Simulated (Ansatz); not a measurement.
Consider the ligand exchange at a Zr–Se bond: `[OH][Zr]([F])([Cl])[SeH]` + H₂S → `[OH][Zr]([F])([SH])[Cl]` + H₂Se.

Gas-phase electronic energies from Ansatz, PBE0-D4/def2-TZVP geometries. CCSD(T)/CBS is the MP2 limit (def2-TZVPP, def2-QZVPP) plus CCSD(T) − MP2 in def2-TZVPP, frozen cores. This one scheme is used for every species. Functionals use def2-TZVPP. B3LYP here is the variant with VWN-RPA as its local correlation; programs differ in this. Elements past krypton have def2 core potentials. For Se, Zr outer-core shells are correlated without core-valence functions, which leaves a few kJ/mol of doubt a bond. Scalar relativity is left out up to krypton. One conformer a species, not always the lowest.

```tsv
level	ΔE (kcal/mol)	difference from CCSD(T)/CBS
PBE-D4	1.3	-1.0
r2SCAN-D4	1.4	-0.9
PBE0-D4	1.7	-0.6
B3LYP-D4	1.5	-0.8
ωB97X-V	1.3	-1.0
ωB97M-V	1.5	-0.8
PBE	1.2	-1.1
r2SCAN	1.4	-0.9
B3LYP	1.4	-0.9
MP2/def2-TZVPP	2.6	0.3
SCS-MP2/def2-TZVPP	2.4	0.1
CCSD(T)/def2-TZVPP	2.2	-0.1
HF/def2-QZVPP	2.0	-0.3
MP2/def2-QZVPP	2.7	0.4
HF/CBS(def2)	2.0	-0.3
CCSD/CBS(def2)	2.3	0.0
CCSD(T)/CBS	2.3	0
```

Largest T1 diagnostic among the species: 0.017.
